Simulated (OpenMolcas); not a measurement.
Tm2+: moving or changing the point charges

Tm2+ among 6 point charges of -1 e arranged as a trigonal antiprism (D3d), 2.24 Å from the ion, with a polar angle of 63.0° against the regular 54.74°.

```yaml
Program: OpenMolcas 26.06
Method: CASSCF
Basis: ANO-RCC-VTZP [8s7p5d3f2g1h]
Scalar_Hamiltonian: DKH2, point nucleus
Active_space: 13 electrons in 7 orbitals (4f)
State_averaging: 2S+1 = 2 odd, 7 roots
Spin-orbit_coupling: state interaction with AMFI integrals over the reference wave functions
```

Runs around this geometry, states (labels of D3, the rotations of D3d). Energies in cm-1 above the lowest state or level, χT in cm3 K/mol.

```csv
R (Å),q (e),Ground state,First state of that spin,First gap with spin-orbit (degeneracies),Width of lowest J,χT at 300 K
2.24,-0.5,2A2,2A1 67.3,"299.5 (2, 2)",740,2.455
2.24,-1,2A2,2A1 120.8,"601.3 (2, 2)",1486,2.317
2.4,-1,2A2,2A1 80.0,"499.1 (2, 2)",1201,2.364
2.59,-1,2A2,2A1 49.8,"405.2 (2, 2)",950,2.413
```

Taking the width of the lowest J multiplet as R^-n, n = -ln(950 / 1486) / ln(2.59 / 2.24) = 3.1 between the shortest and longest distance.

Scaling the charges by -0.5 / -1 = 0.50 scales the width of the lowest J multiplet by 740 / 1486 = 0.50; with fixed orbitals a first-order splitting would follow the charge.

Point charges carry no covalency, so the field is a model and not that of real ligands. No measured value stands beside these numbers.
